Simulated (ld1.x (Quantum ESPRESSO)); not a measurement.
**What one change does to a pseudopotential (Al, ultrasoft)**

ld1.x (Quantum ESPRESSO) 7.5 input, shortened:

```
&input
   title='Al', zed=13., rel=1, dft='PBE', iswitch=3,
   config='[Ne] 3s2 3p1 3d-2'
 /
 &inputp
   pseudotype=3, tm=.true., lloc=-1, rcloc=2.25,
   nlcc=.true., new_core_ps=.true., rcore=1.50,
   which_augfun='PSQ', rmatch_augfun_nc=.true.
 /
6
3S  1  0   2.00   0.00  1.45  1.85  0.0
3S  1  0   0.00   1.30  1.45  1.85  0.0
3P  2  1   1.00   0.00  1.75  2.40  0.0
3P  2  1   0.00   4.55  1.75  2.40  0.0
3D  3  2  -2.00   0.15  1.75  2.15  0.0
3D  3  2  -2.00   2.35  1.75  2.15  0.0
 &test
   configts(1)='3s2 3p1'
 /
```

All-electron outer shells of the reference configuration (PBE, scalar-relativistic, ld1.x):

| shell | level (eV) | outermost node (bohr) | outermost maximum (bohr) |
| --- | --- | --- | --- |
| 2s | -108.17 | 0.16 | 0.50 |
| 2p | -69.64 | – | 0.43 |
| 3s | -7.75 | 0.80 | 2.09 |
| 3p | -2.71 | 0.82 | 2.64 |

Change: wave 3p channel at 4.55 Ry: rcut 1.75, rcutus 2.40 bohr becomes 3p channel at 2.05 Ry: rcut 1.75, rcutus 2.40 bohr.

Cutoffs: the cutoffs (Ry, on a coarse ladder) from which the occupation-weighted sum of valence levels, in a spherical-Bessel basis at the reference potential, stays within 10 and 1 mRy of its value at 400 Ry; they do not see the model core or the augmentation charge, which bear on the density cutoff. Errors are all-electron minus pseudo energies relative to the spin-unpolarised reference configuration.

How do hardness, ghosts and transferability respond?

Both files are so soft that the ladder of cutoffs tells neither apart; of the 7 tests that both files solve, the error grows in 0 and shrinks in 3 by more than 15 % and 0.3 meV (median size 1.9 → 0.7 meV); neither file shows a bound ghost.

```csv
quantity,base,changed
"cutoff, loose",8 Ry,8 Ry
"cutoff, tight",12 Ry,12 Ry
bound ghosts,none,none
"error for 3s2 3p0, meV [ΔE 5.76 eV]",+0.5,+0.5
"error for 3s1 3p0, meV [ΔE 24.99 eV]",+1.9,+1.9
"error for 3s2 3p0.5, meV [ΔE 2.09 eV]",0.0,0.0
"error for 3s1 3p1, meV [ΔE 11.57 eV]",-6.1,-0.9
"error for 3s2 3p1.3, meV [ΔE -0.57 eV]",+0.1,0.0
"error for 3s1 3p2, meV [ΔE 5.14 eV]",-2.4,-0.7
"error for 3s0 3p3, meV [ΔE 10.45 eV]",-14,-2.2
s: phases at 2.60 bohr within 0.05 rad from the reference energy up to (Ry; the scan ends near 5),3.6,3.6
p: phases at 2.60 bohr within 0.05 rad from the reference energy up to (Ry; the scan ends near 5),to the end of the scan,4.1
d: phases at 2.60 bohr within 0.05 rad from the reference energy up to (Ry; the scan ends near 5),4.5,4.5
lowest overlap eigenvalue by channel,"s 0.47, p 0.77, d 0.97","s 0.47, p 0.77, d 0.97"
```
